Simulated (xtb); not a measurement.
HCl₃HfO, singlet, from a rough starting geometry (GFN-xTB shapes and energies of metal compounds can be far from the true ones); GFN2-xTB (xtb).

Here is a job for xtb.
```
$ xtb mol.xyz --gfn 2 --opt vtight --json

# file mol.xyz
6

Hf     0.35343101     0.05144806    -0.01439657
Cl     2.32468829     0.94184090    -0.71418648
Cl     0.80619353    -0.72085246     2.01203027
Cl    -0.04237560    -1.80203611    -1.29320796
O     -1.21099657     0.93812607    -0.05243088
H     -2.11152786     0.65008678     0.13012679
```

Write the output that xtb gives for this input, abridged.


```
   ID    Z sym.   atoms
    1   72 Hf     1
    2   17 Cl     2-4
    3    8 O      5
    4    1 H      6

           -------------------------------------------------
          |                Calculation Setup                |
           -------------------------------------------------

           -------------------------------------------------
          |                 G F N 2 - x T B                 |
           -------------------------------------------------

          ...................................................
          :                      SETUP                      :
          :.................................................:
          :  # basis functions                  45          :
          :  # atomic orbitals                  41          :
          :  # shells                           15          :
          :  # electrons                        32          :
          :  max. iterations                   250          :
          :  Hamiltonian                  GFN2-xTB          :
          :  restarted?                      false          :
          :  GBSA solvation                  false          :
          :  PC potential                    false          :
          :  electronic temp.          300.0000000     K    :
          :  accuracy                    1.0000000          :
          :  -> integral cutoff          0.2500000E+02      :
          :  -> integral neglect         0.1000000E-07      :
          :  -> SCF convergence          0.1000000E-05 Eh   :
          :  -> wf. convergence          0.1000000E-03 e    :
          :  Broyden damping             0.4000000          :
          :  net charge                          0          :
          :  unpaired electrons                  0          :
          ...................................................

 iter      E             dE          RMSdq      gap      omega  full diag
   1    -10.5768159 -0.105768E+02  0.337E+01    0.12       0.0  T
   2    -16.8485346 -0.627172E+01  0.237E+01   11.27       1.0  T
   3    -18.5942597 -0.174573E+01  0.161E+01    7.35       1.0  T
   4    -19.4097265 -0.815467E+00  0.119E+01    4.46       1.0  T
   5    -19.2599268  0.149800E+00  0.109E+01    5.55       1.0  T
   6    -19.8522504 -0.592324E+00  0.323E+00    2.17       1.0  T
   7    -19.7576953  0.945551E-01  0.468E+00    1.95       1.0  T
   8    -19.6786591  0.790362E-01  0.561E+00    1.87       1.0  T
   9    -19.9428140 -0.264155E+00  0.961E-01    3.06       1.0  T
  10    -19.9438752 -0.106124E-02  0.452E-01    3.41       1.0  T
  11    -19.9457376 -0.186233E-02  0.263E-01    3.24       1.0  T
  12    -19.9457378 -0.265401E-06  0.170E-01    3.22       1.0  T
  13    -19.9454332  0.304637E-03  0.246E-01    3.23       1.0  T
  14    -19.9453789  0.542866E-04  0.246E-01    3.24       1.0  T
  15    -19.9457581 -0.379154E-03  0.855E-02    3.19       1.0  T
  16    -19.9457747 -0.166664E-04  0.594E-02    3.19       1.0  T
  17    -19.9457789 -0.414543E-05  0.279E-02    3.20       1.5  T
  18    -19.9457829 -0.397441E-05  0.119E-02    3.19       3.4  T
  19    -19.9457839 -0.107324E-05  0.388E-03    3.19      10.5  T
  20    -19.9457840 -0.107002E-06  0.147E-03    3.19      27.7  T
  21    -19.9457840  0.742694E-07  0.368E-03    3.19      11.1  T
  22    -19.9457840 -0.652894E-07  0.164E-03    3.19      24.9  T
  23    -19.9457840 -0.520105E-08  0.131E-03    3.19      31.2  T
  24    -19.9457840 -0.920182E-08  0.471E-04    3.19      86.6  T
  25    -19.9457840 -0.116199E-08  0.171E-04    3.19     238.5  T

   *** convergence criteria satisfied after 25 iterations ***

         :::::::::::::::::::::::::::::::::::::::::::::::::::::
         ::                     SUMMARY                     ::
         :::::::::::::::::::::::::::::::::::::::::::::::::::::
         :: total energy             -19.897580954745 Eh    ::
         :: gradient norm              0.025705106072 Eh/a0 ::
[...]
 * total energy  :   -19.8988572 Eh     change       -0.5060427E-05 Eh
 * total energy  :   -19.8988622 Eh     change       -0.4979116E-05 Eh
 * total energy  :   -19.8988650 Eh     change       -0.2829229E-05 Eh
 * total energy  :   -19.8988682 Eh     change       -0.3208393E-05 Eh
 * total energy  :   -19.8988657 Eh     change        0.2534197E-05 Eh
 * total energy  :   -19.8988729 Eh     change       -0.7158549E-05 Eh
 * total energy  :   -19.8988748 Eh     change       -0.1924111E-05 Eh
 * total energy  :   -19.8988762 Eh     change       -0.1394935E-05 Eh
 * total energy  :   -19.8988763 Eh     change       -0.9545501E-07 Eh
 * total energy  :   -19.8988774 Eh     change       -0.1119266E-05 Eh
 * total energy  :   -19.8988776 Eh     change       -0.1948460E-06 Eh
 * total energy  :   -19.8988777 Eh     change       -0.8411015E-07 Eh
   *** GEOMETRY OPTIMIZATION CONVERGED AFTER 38 ITERATIONS ***
         :: total energy             -19.898877665740 Eh    ::
[...]
         8        2.0000           -0.4894191             -13.3178
         9        2.0000           -0.4798248             -13.0567
        10        2.0000           -0.4713021             -12.8248
        11        2.0000           -0.4701150             -12.7925
        12        2.0000           -0.4594737             -12.5029
        13        2.0000           -0.4586337             -12.4801
        14        2.0000           -0.4579263             -12.4608
        15        2.0000           -0.4551406             -12.3850
        16        2.0000           -0.4537855             -12.3481 (HOMO)
        17                         -0.3344439              -9.1007 (LUMO)
        18                         -0.3334739              -9.0743
        19                         -0.3168732              -8.6226
        20                         -0.3059270              -8.3247
        21                         -0.2943632              -8.0100
        22                         -0.0601342              -1.6363
        23                          0.0076941               0.2094
        24                          0.0083157               0.2263
        25                          0.0087494               0.2381
        26                          0.0088140               0.2398
        27                          0.0106538               0.2899
       ...                                ...                  ...
        41                          0.6881922              18.7267
      -------------------------------------------------------------
                  HL-Gap            0.1193416 Eh            3.2474 eV
             Fermi-level           -0.3941147 Eh          -10.7244 eV

     #   Z          covCN         q      C6AA      α(0)
     1  72 Hf       2.970     1.058   134.352    24.953
     2  17 Cl       0.731    -0.276   107.670    15.872
     3  17 Cl       0.731    -0.276   107.662    15.871
     4  17 Cl       0.731    -0.277   107.688    15.873
     5   8 O        1.504    -0.578    24.786     6.714
     6   1 H        0.883     0.349     0.583     1.195

 Mol. C6AA /au·bohr⁶  :       2297.020498
 Mol. C8AA /au·bohr⁸  :     148613.857261
 Mol. α(0) /au        :         80.476960

Wiberg/Mayer (AO) data.
largest (>0.10) Wiberg bond orders for each atom

 ---------------------------------------------------------------------------
     #   Z sym  total        # sym  WBO       # sym  WBO       # sym  WBO
 ---------------------------------------------------------------------------
     1  72 Hf   4.119 --     5 O    1.046     4 Cl   1.014     3 Cl   1.010
                             2 Cl   1.010
     2  17 Cl   1.248 --     1 Hf   1.010
     3  17 Cl   1.248 --     1 Hf   1.010
     4  17 Cl   1.247 --     1 Hf   1.014
     5   8 O    2.100 --     1 Hf   1.046     6 H    0.832
     6   1 H    0.878 --     5 O    0.832
 ---------------------------------------------------------------------------

Topologies differ in total number of bonds
Writing topology from bond orders to xtbtopo.mol

molecular dipole:
                 x           y           z       tot (Debye)
 q only:       -0.912       0.264      -0.191
   full:       -0.997       0.391      -0.145       2.747
molecular quadrupole (traceless):
                xx          xy          yy          xz          yz          zz
 q only:        2.661      -1.434      -1.184       0.772      -0.318      -1.477
  q+dip:        3.526      -2.328      -1.336       0.842      -0.278      -2.190
   full:        3.265      -2.312      -1.121       0.757      -0.121      -2.144

optimized geometry written to: xtbopt.xyz

           -------------------------------------------------
          | TOTAL ENERGY              -19.898877665740 Eh   |
          | GRADIENT NORM               0.000135439818 Eh/α |
          | HOMO-LUMO GAP               3.247449898903 eV   |
           -------------------------------------------------

normal termination of xtb
```
